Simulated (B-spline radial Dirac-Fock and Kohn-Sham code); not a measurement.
# V¹⁰⁺: photoemission with 600 eV photons

System: vanadium as V¹⁰⁺, configuration [Ne] 3s2 3p1.

Calculated with an atomic code on a B-spline grid, using the independent-particle Dirac-Slater model, thresholds from Dirac-Fock. The asymmetry parameter β is from the dipole term alone. Kinetic energies are from the vacuum level. Open shells are spread statistically over j, without multiplet splitting.

```csv
subshell,electrons,binding (eV),kinetic (eV),σ (kb),β
3s,2,279.5,320.5,60.8,2.00
3p1/2,0.33,254.8,345.2,11.6,1.63
3p3/2,0.67,253.5,346.5,23.0,1.63
```

Branching ratios of the spin-orbit partners (statistical value in brackets): 3p 1.98 (2.00).
